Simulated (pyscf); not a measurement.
Optimised with ωB97X-D3(BJ)/def2-SVP in PySCF.

SMILES: C[CH2][Mg][SeH]
```xyz
10

C      1.6812     0.2966    -1.0432
C      1.1127     0.6844     0.3337
Mg    -0.9630     0.4850     0.5337
Se    -3.3649     0.2479     0.7419
H      1.2517     0.9070    -1.8568
H      2.7776     0.4227    -1.1009
H      1.4726    -0.7577    -1.2960
H      1.3912     1.7295     0.5674
H      1.6031     0.0790     1.1194
H     -3.2844     0.6858     2.1430
```
Charge 0, spin multiplicity 1.

Q: How much does it cost (ΔH, 298 K, ωB97M-D3(BJ)/def2-TZVP) to split H₃C–CH₂–Mg–SeH (SMILES C[CH2][Mg][SeH]) at its Mg–Se bond into [H₃C–CH₂–Mg]• + SeH•?

A: Mg–Se to [H₃C–CH₂–Mg]• + SeH•: 3.34 eV. The 7 functionals that were run give +3.18 (M06-2X) to +3.56 eV (ωB97X-D3(BJ)/def2-TZVP). The radicals are drawn with the spin at the cut bond; how far it spreads was not checked. Other isomers of [H₃C–CH₂–Mg]• were not searched in full and may lie lower. Left out: the spin-orbit lowering of SeH, which is large for Br, Se, Te and I. Elements up to Kr have no core potential and no relativistic terms here.
